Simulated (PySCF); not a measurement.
A structure optimised at PBE-D3(BJ)/def2-SVP, used in a PySCF frequency run:

```xyz
10

C      0.0000    -1.1381    -0.7033
C      0.0000    -1.1381     0.7033
N      0.0000     0.0000     1.4145
C      0.0000     1.1381     0.7033
C      0.0000     1.1381    -0.7033
N      0.0000     0.0000    -1.4145
H      0.0000    -2.0882    -1.2675
H      0.0000    -2.0882     1.2675
H      0.0000     2.0882     1.2675
H      0.0000     2.0882    -1.2675
```

Question: Write its SMILES, formula and point group.

Answer: c1cnccn1, C₄H₄N₂, D2h

Question: What are its rotational constants (standard atomic weights)?

Answer: 6.3319, 5.8565, 3.0425 GHz
